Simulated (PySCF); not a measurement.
Bi⁵⁶⁺: fine-structure interval

Bi⁵⁶⁺ [Ar] 3d9 [3d3/2^4 3d5/2^5, M_J = 5/2] → Bi⁵⁶⁺ [Ar] 3d9 [3d3/2^3 3d5/2^6, M_J = 3/2], as a difference of total energies. Computed with PySCF 2.14 in an uncontracted even-tempered set (15 s from 16 bohr⁻², ratio 2.8; 13 p from 21 bohr⁻², ratio 2.8; 8 d from 21 bohr⁻², ratio 2.8; 3 f from 77 bohr⁻², ratio 3), with the two-component X2C-1e Hamiltonian. Correlated levels: [Ne] frozen; the 76 highest virtual spinors dropped. "Screened" scales the spin-orbit matrix elements by Boettger's factors to mimic the two-electron term; Breit and QED terms are absent.

| method | fine-structure interval (cm⁻¹) |
| --- | --- |
| GHF (screened spin-orbit) | 956500 |
| GMP2 (screened spin-orbit) | 955870 |
| GHF (bare spin-orbit) | 1089300 |
